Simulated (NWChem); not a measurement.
System: GeHOBr, singlet; SMILES [Ge]([Br])[OH]

NWChem input:

```
start job
memory heap 200 mb stack 900 mb global 1100 mb
geometry units angstroms noautoz
  Ge     0.335304     1.004555     0.000000
  Br     0.018009    -1.322549     0.000000
  O     -1.390449     1.455685     0.000000
  H     -1.519037     2.413532     0.000000
end
basis spherical
  * library def2-svpd
end
dft
  xc b3lyp
  iterations 150
end
tddft
  cis
  nroots 6
  notriplet
end
task tddft energy
```

Excerpt of the output:

```
             Northwest Computational Chemistry Package (NWChem) 7.3.0
             --------------------------------------------------------

 CS  symmetry detected

                             Geometry "geometry" -> ""
                             -------------------------

 Output coordinates in angstroms (scale by  1.889725989 to convert to a.u.)

  No.       Tag          Charge          X              Y              Z
 ---- ---------------- ---------- -------------- -------------- --------------
    1 Ge                  32.0000     0.41269734     0.98238284     0.00000000
    2 Br                  35.0000    -0.04555545    -1.32111310     0.00000000
    3 O                    8.0000    -1.28242055     1.53764587     0.00000000
    4 H                    1.0000    -1.35250976     2.50154070     0.00000000

 Effective nuclear repulsion energy (a.u.)     392.1015480754

      Symmetry information
      --------------------

 Group name             Cs
 Group number              2
 Group order               2
 No. of unique centers     4

                                 NWChem DFT Module
                                 -----------------

 Summary of "ao basis" -> "ao basis" (spherical)
 ------------------------------------------------------------------------------
       Tag                 Description            Shells   Functions and Types
 ---------------- ------------------------------  ------  ---------------------
 Ge                        def2-svpd                14       38   6s4p4d
 Br                        def2-svpd                15       41   6s5p4d
 O                         def2-svpd                 9       23   4s3p2d
 H                         def2-svpd                 4        8   2s2p

      Symmetry analysis of basis
      --------------------------

        a'         76
        a"         34

            General Information
            -------------------
          SCF calculation type: DFT
          Wavefunction type:  closed shell.
          No. of atoms     :     4
          No. of electrons :    76
           Alpha electrons :    38
            Beta electrons :    38
          Charge           :     0
          Spin multiplicity:     1
          Use of symmetry is: off; symmetry adaption is: on
          Maximum number of iterations: 150
          AO basis - number of functions:   110
                     number of shells:    42
          Convergence on energy requested:  1.00D-06
          Convergence on density requested:  1.00D-05
          Convergence on gradient requested:  5.00D-04

              XC Information
              --------------
                         B3LYP Method XC Potential
                     Hartree-Fock (Exact) Exchange  0.200
                        Slater Exchange Functional  0.800 local
                    Becke 1988 Exchange Functional  0.720 non-local
              Lee-Yang-Parr Correlation Functional  0.810
                  VWN I RPA Correlation Functional  0.190 local

             Grid Information
             ----------------
          Grid used for XC integration:  medium
          Radial quadrature: Mura-Knowles
          Angular quadrature: Lebedev.
          Tag              B.-S. Rad. Rad. Pts. Rad. Cut. Ang. Pts.
          ---              ---------- --------- --------- ---------
          Ge                  1.25      112          12.0       590
          Br                  1.15      112          12.0       590
          O                   0.60       49          12.0       434
          H                   0.35       45          13.0       434
          Grid pruning is: on
          Number of quadrature shells:   318
          Spatial weights used:  Erf1

      Superposition of Atomic Density Guess
      -------------------------------------

 Sum of atomic energies:       -4722.32549972

      Non-variational initial energy
      ------------------------------

 Total energy =   -4722.720644
 1-e energy   =   -7362.579021
 2-e energy   =    2247.756829
 HOMO         =      -0.285406
 LUMO         =      -0.039134

      Symmetry analysis of molecular orbitals - initial
      -------------------------------------------------

  Numbering of irreducible representations:

     1 a'          2 a"

  Orbital symmetries:

     1 a'          2 a'          3 a'          4 a'          5 a'
     6 a"          7 a'          8 a'          9 a'         10 a"
    11 a'         12 a'         13 a'         14 a'         15 a"
    16 a'         17 a'         18 a'         19 a"         20 a'
    21 a'         22 a"         23 a'         24 a"         25 a'
    26 a'         27 a'         28 a"         29 a"         30 a'
    31 a'         32 a'         33 a'         34 a'         35 a"
    36 a"         37 a'         38 a'         39 a"         40 a'
    41 a'         42 a'         43 a'         44 a"         45 a'
    46 a'         47 a'         48 a"

   convergence    iter        energy       DeltaE   RMS-Dens  Diis-err
 ---------------- ----- ----------------- --------- --------- ---------
 d= 0,ls=0.0,diis     1  -4726.4143213097 -5.12D+03  1.92D-02  7.91D-01
 d= 0,ls=0.0,diis     2  -4726.1160053492  2.98D-01  1.06D-02  3.49D+00

 !! scf_movecs_sym_adapt:    2 vectors were symmetry contaminated

  Symmetry fudging
 d= 0,ls=0.0,diis     3  -4726.5004085254 -3.84D-01  2.62D-03  9.40D-02
 d= 0,ls=0.0,diis     4  -4726.5071217389 -6.71D-03  1.40D-03  1.93D-02
 d= 0,ls=0.0,diis     5  -4726.5096153771 -2.49D-03  3.03D-04  1.92D-03
  Resetting Diis
 d= 0,ls=0.0,diis     6  -4726.5098016596 -1.86D-04  4.91D-05  4.70D-05
 d= 0,ls=0.0,diis     7  -4726.5098051026 -3.44D-06  1.41D-05  7.85D-07
 d= 0,ls=0.0,diis     8  -4726.5098050361  6.64D-08  7.99D-06  1.74D-06

         Total DFT energy =    -4726.509805036129
      One electron energy =    -7362.782441424597
           Coulomb energy =     2423.577911742542
    Exchange-Corr. energy =     -179.406823429470
 Nuclear repulsion energy =      392.101548075396

 Numeric. integr. density =       76.000003523175

                  Occupations of the irreducible representations
                  ----------------------------------------------

                     irrep           alpha         beta
                     --------     --------     --------
                     a'               28.0         28.0
                     a"               10.0         10.0

                       DFT Final Molecular Orbital Analysis
                       ------------------------------------

 Vector   36  Occ=2.000000D+00  E=-3.027995D-01  Symmetry=a"
              MO Center= -9.4D-02, -1.0D+00, -6.9D-10, r^2= 2.2D+00
   Bfn.  Coefficient  Atom+Function         Bfn.  Coefficient  Atom+Function
  ----- ------------  ---------------      ----- ------------  ---------------
    56      0.537731  2 Br pz                53      0.508217  2 Br pz
    50     -0.335115  2 Br pz                86     -0.174923  3 O  pz
    89     -0.125897  3 O  pz                47      0.108881  2 Br pz
    15      0.074576  1 Ge pz                18      0.073123  1 Ge pz
    59      0.064992  2 Br pz                92     -0.048043  3 O  pz

 Vector   37  Occ=2.000000D+00  E=-3.004146D-01  Symmetry=a'
              MO Center=  5.5D-02, -9.1D-01,  1.1D-23, r^2= 2.5D+00
   Bfn.  Coefficient  Atom+Function         Bfn.  Coefficient  Atom+Function
  ----- ------------  ---------------      ----- ------------  ---------------
    54      0.441598  2 Br px                51      0.421494  2 Br px
    55     -0.280359  2 Br py                48     -0.277394  2 Br px
    52     -0.268871  2 Br py                49      0.176441  2 Br py
     4      0.161311  1 Ge s                 16      0.150402  1 Ge px
    83      0.149964  3 O  s                 13      0.133327  1 Ge px

[...]

                                NWChem TDDFT Module
                                -------------------

            General Information
            -------------------
           No. of orbitals :     220
            Alpha orbitals :     110
             Beta orbitals :     110
        Alpha frozen cores :       0
         Beta frozen cores :       0
     Alpha frozen virtuals :       0
      Beta frozen virtuals :       0
         Spin multiplicity :       1
    Number of AO functions :     110
        Use of symmetry is : off
      Symmetry adaption is : on
         Schwarz screening :  0.10D-07

              XC Information
              --------------
                  B3LYP Method XC Potential
              Hartree-Fock (Exact) Exchange   0.20
                 Slater Exchange Functional   0.80 local
             Becke 1988 Exchange Functional   0.72 non-local
       Lee-Yang-Parr Correlation Functional   0.81
           VWN I RPA Correlation Functional   0.19 local

             TDDFT Information
             -----------------
          Calculation type : Tamm-Dancoff TDDFT
         Wavefunction type : Restricted singlets
          No. of electrons :      76
           Alpha electrons :      38
            Beta electrons :      38
              No. of roots :       6
          Max subspacesize :    5200
            Max iterations :     100
               Target root :       1
           Target symmetry : none
      Symmetry restriction : off
                 Algorithm : Optimal
        Davidson threshold :  0.10D-03

    6 smallest eigenvalue differences (eV)
--------------------------------------------------------
  No. Spin  Occ  Vir  Irrep   E(Occ)    E(Vir)   E(Diff)
--------------------------------------------------------
    1    1   38   39 a"       -0.276    -0.101     4.760
    2    1   37   39 a"       -0.300    -0.101     5.431
    3    1   36   39 a'       -0.303    -0.101     5.496
    4    1   38   40 a'       -0.276    -0.033     6.612
    5    1   35   39 a'       -0.364    -0.101     7.173
    6    1   37   40 a'       -0.300    -0.033     7.282
--------------------------------------------------------

  Entering Davidson iterations
  Restricted singlet excited states

  Iter   NTrls   NConv    DeltaV     DeltaE      Time
  ----  ------  ------  ---------  ---------  ---------
    1      6       0     0.22E+00   0.10+100       33.3
    2     12       0     0.79E-01   0.40E-01       36.5
    3     18       0     0.29E-01   0.15E-01       29.6
    4     24       0     0.97E-02   0.90E-03       29.2
    5     30       2     0.30E-02   0.70E-04       28.8
    6     34       5     0.40E-03   0.56E-05       29.2
    7     35       6     0.60E-04   0.17E-06       26.6
  ----  ------  ------  ---------  ---------  ---------
  Convergence criterion met

  Ground state a'      -4726.509805036129 a.u.

  ----------------------------------------------------------------------------
  Root   1 singlet a"             0.146589136 a.u.                3.9889 eV
  ----------------------------------------------------------------------------
     Transition Moments    X  0.00000   Y  0.00000   Z  0.46069
     Dipole Oscillator Strength                    0.0207411826
     Electric Quadrupole                           0.0000001034
     Magnetic Dipole                               0.0000015082
     Total Oscillator Strength                     0.0207427942

     Occ.   33  a'  ---  Virt.   39  a"       0.08564
     Occ.   37  a'  ---  Virt.   39  a"       0.29904
     Occ.   38  a'  ---  Virt.   39  a"      -0.94605
  ----------------------------------------------------------------------------
  Root   2 singlet a"             0.163148390 a.u.                4.4395 eV
  ----------------------------------------------------------------------------
     Transition Moments    X  0.00000   Y  0.00000   Z  0.37433
     Dipole Oscillator Strength                    0.0152406824
     Electric Quadrupole                           0.0000000978
     Magnetic Dipole                               0.0000011044
     Total Oscillator Strength                     0.0152418846

     Occ.   33  a'  ---  Virt.   39  a"       0.07685
     Occ.   37  a'  ---  Virt.   39  a"      -0.95134
     Occ.   38  a'  ---  Virt.   39  a"      -0.28781
  ----------------------------------------------------------------------------
  Root   3 singlet a'             0.178301587 a.u.                4.8518 eV
  ----------------------------------------------------------------------------
     Transition Moments    X  0.01858   Y -0.38170   Z  0.00000
     Dipole Oscillator Strength                    0.0173595980
     Electric Quadrupole                           0.0000000441
     Magnetic Dipole                               0.0000000291
     Total Oscillator Strength                     0.0173596712

     Occ.   34  a'  ---  Virt.   40  a'      -0.05154
     Occ.   36  a"  ---  Virt.   39  a"       0.93766
     Occ.   37  a'  ---  Virt.   41  a'       0.10350
     Occ.   38  a'  ---  Virt.   40  a'      -0.29610
  ----------------------------------------------------------------------------
  Root   4 singlet a'             0.224133861 a.u.                6.0990 eV
  ----------------------------------------------------------------------------
     Transition Moments    X -0.00185   Y -1.00995   Z  0.00000
     Dipole Oscillator Strength                    0.1524112802
     Electric Quadrupole                           0.0000000848
     Magnetic Dipole                               0.0000017758
     Total Oscillator Strength                     0.1524131407

     Occ.   34  a'  ---  Virt.   40  a'      -0.10205
     Occ.   35  a"  ---  Virt.   39  a"       0.27510
     Occ.   36  a"  ---  Virt.   39  a"       0.18327
     Occ.   37  a'  ---  Virt.   40  a'      -0.30592
     Occ.   37  a'  ---  Virt.   41  a'       0.29653
     Occ.   38  a'  ---  Virt.   40  a'       0.78436
     Occ.   38  a'  ---  Virt.   41  a'       0.24513
     Occ.   38  a'  ---  Virt.   43  a'       0.05651
  ----------------------------------------------------------------------------
  Root   5 singlet a'             0.231920175 a.u.                6.3109 eV
  ----------------------------------------------------------------------------
     Transition Moments    X  0.26273   Y -0.05438   Z -0.00000
     Dipole Oscillator Strength                    0.0111297831
     Electric Quadrupole                           0.0000000680
     Magnetic Dipole                               0.0000010208
     Total Oscillator Strength                     0.0111308720

     Occ.   35  a"  ---  Virt.   39  a"       0.45384
     Occ.   37  a'  ---  Virt.   40  a'       0.73461
     Occ.   37  a'  ---  Virt.   41  a'      -0.08233
     Occ.   38  a'  ---  Virt.   41  a'       0.48595
  ----------------------------------------------------------------------------
  Root   6 singlet a'             0.239465872 a.u.                6.5162 eV
  ----------------------------------------------------------------------------
     Transition Moments    X  0.39542   Y  1.12613   Z -0.00000
     Dipole Oscillator Strength                    0.2274169241
     Electric Quadrupole                           0.0000003227
     Magnetic Dipole                               0.0000002432
     Total Oscillator Strength                     0.2274174900

     Occ.   35  a"  ---  Virt.   39  a"       0.22577
     Occ.   36  a"  ---  Virt.   39  a"      -0.09368
     Occ.   37  a'  ---  Virt.   40  a'      -0.56513
     Occ.   37  a'  ---  Virt.   41  a'      -0.21893
     Occ.   38  a'  ---  Virt.   40  a'      -0.34400
     Occ.   38  a'  ---  Virt.   41  a'       0.60492
     Occ.   38  a'  ---  Virt.   42  a'      -0.24950
     Occ.   38  a'  ---  Virt.   43  a'      -0.10412

              Target root =      1
          Target symmetry = none
      Ground state energy =  -4726.509805036129
        Excitation energy =      0.146589136146
     Excited state energy =  -4726.363215899983

  stored tddft:energy   -4726.3632158999826
```

Level: B3LYP/def2-SVPD, TDA. Low-valent species are run as closed-shell singlets; no triplet was tried in these runs. Structure relaxed at the PBE0/def2-SVP level. B3LYP is NWChem's, with the RPA form of VWN correlation.
